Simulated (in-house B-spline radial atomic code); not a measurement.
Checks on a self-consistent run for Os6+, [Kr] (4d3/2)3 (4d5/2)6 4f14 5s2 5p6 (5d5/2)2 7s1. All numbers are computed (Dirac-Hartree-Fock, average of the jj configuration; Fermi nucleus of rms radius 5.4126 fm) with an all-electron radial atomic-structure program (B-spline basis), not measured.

```json
{"orbital": "1s1/2", "q": "2", "ε (Eh)": "-2736.54435", "<1/r>": "90.4051", "<r²>": "0.000433472", "small-component weight": "0.082585"}
{"orbital": "2s1/2", "q": "2", "ε (Eh)": "-485.16560", "<1/r>": "22.1047", "<r²>": "0.00657707", "small-component weight": "0.018825"}
{"orbital": "2p1/2", "q": "2", "ε (Eh)": "-463.66173", "<1/r>": "22.0232", "<r²>": "0.00469513", "small-component weight": "0.018854"}
{"orbital": "2p3/2", "q": "4", "ε (Eh)": "-407.31639", "<1/r>": "18.3054", "<r²>": "0.00588594", "small-component weight": "0.016928"}
{"orbital": "3s1/2", "q": "2", "ε (Eh)": "-118.31414", "<1/r>": "8.13244", "<r²>": "0.0426954", "small-component weight": "0.0062593"}
{"orbital": "3p1/2", "q": "2", "ε (Eh)": "-108.75290", "<1/r>": "8.03271", "<r²>": "0.0391827", "small-component weight": "0.0061868"}
{"orbital": "3p3/2", "q": "4", "ε (Eh)": "-96.27959", "<1/r>": "7.07329", "<r²>": "0.0456304", "small-component weight": "0.0056417"}
{"orbital": "3d3/2", "q": "4", "ε (Eh)": "-80.45906", "<1/r>": "6.94209", "<r²>": "0.0354498", "small-component weight": "0.0054868"}
{"orbital": "3d5/2", "q": "6", "ε (Eh)": "-77.83824", "<1/r>": "6.72554", "<r²>": "0.0371046", "small-component weight": "0.0053459"}
{"orbital": "4s1/2", "q": "2", "ε (Eh)": "-29.22493", "<1/r>": "3.41243", "<r²>": "0.209328", "small-component weight": "0.0020642"}
{"orbital": "4p1/2", "q": "2", "ε (Eh)": "-25.05038", "<1/r>": "3.29962", "<r²>": "0.215379", "small-component weight": "0.0019707"}
{"orbital": "4p3/2", "q": "4", "ε (Eh)": "-22.21251", "<1/r>": "2.98603", "<r²>": "0.247016", "small-component weight": "0.0017842"}
{"orbital": "4d3/2", "q": "3", "ε (Eh)": "-15.54199", "<1/r>": "2.77777", "<r²>": "0.265538", "small-component weight": "0.0015901"}
{"orbital": "4d5/2", "q": "6", "ε (Eh)": "-15.01310", "<1/r>": "2.69765", "<r²>": "0.277129", "small-component weight": "0.0015309"}
{"orbital": "4f5/2", "q": "6", "ε (Eh)": "-6.40061", "<1/r>": "2.31435", "<r²>": "0.3396", "small-component weight": "0.0011696"}
{"orbital": "4f7/2", "q": "8", "ε (Eh)": "-6.39181", "<1/r>": "2.28559", "<r²>": "0.347198", "small-component weight": "0.001148"}
{"orbital": "5s1/2", "q": "2", "ε (Eh)": "-7.40954", "<1/r>": "1.37654", "<r²>": "1.0739", "small-component weight": "0.00050449"}
{"orbital": "5p1/2", "q": "2", "ε (Eh)": "-5.91271", "<1/r>": "1.27611", "<r²>": "1.22826", "small-component weight": "0.00044632"}
{"orbital": "5p3/2", "q": "4", "ε (Eh)": "-5.44501", "<1/r>": "1.16952", "<r²>": "1.4085", "small-component weight": "0.000394"}
{"orbital": "5d5/2", "q": "2", "ε (Eh)": "-3.48141", "<1/r>": "0.937078", "<r²>": "2.11476", "small-component weight": "0.00026795"}
{"orbital": "7s1/2", "q": "1", "ε (Eh)": "-1.43956", "<1/r>": "0.35495", "<r²>": "15.2844", "small-component weight": "6.1996e-05"}
```

Electron-electron repulsion V_ee = 6141.6861 hartree.

**Question.** What total energy follows from the eigenvalues?

**Answer.** The eigenvalues count the repulsion twice, so E = Σqε - V_ee = -11108.597 - 6141.686 = -17250.283 hartree; the run printed -17250.283.

**Question.** Does the Dirac virial theorem hold?

**Answer.** For a point nucleus E = -2c²Σq·w, with w the small-component weight. Here Σq·w = 0.45916 and c = 137.0360, so the ratio E/(-2c²Σq·w) is 1.000301; the finite nucleus accounts for the departure from 1.

**Question.** What diamagnetic shielding (Lamb formula) and susceptibility (Langevin formula) do the radii give?

**Answer.** σ = (α²/3)Σq<1/r> = 565.303/(3·137.036²) = 10034 ppm, and χ = -0.79199×10⁻⁶·Σq<r²> = -31.38×10⁻⁶ cm³/mol with Σq<r²> = 39.622 bohr². Both are non-relativistic formulas without the paramagnetism of open shells; for so heavy an element the full relativistic shielding is larger by tens of per cent.
